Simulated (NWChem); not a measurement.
AgF; SMILES [F][Ag]

```xyz
2

Ag     0.0000     0.0000    -0.3242
F      0.0000     0.0000     1.6617
```
Atoms are numbered in this order, from 1.

Level: PBE0-D3(BJ)/def2-TZVP with def2 effective core potentials on Ag (NWChem), optimised geometry, unscaled harmonic frequencies. def2 effective core potentials on Ag; no spin-orbit coupling.

```json
[
 {"frequency (cm⁻¹)": "501", "IR intensity (km/mol)": "46.8"}
]
```

```
Property                                                                            Value
-----------------------------------------------------------------------  ----------------
zero-point energy                                                            0.7 kcal/mol
thermal correction to the enthalpy at 298.15 K (with zero-point energy)      2.9 kcal/mol
heat capacity Cv                                                          6.2 cal/(mol K)
entropy at 298.15 K and 1 atm (symmetry number 1)                        56.3 cal/(mol K)
```

Rigid rotor and harmonic oscillator.
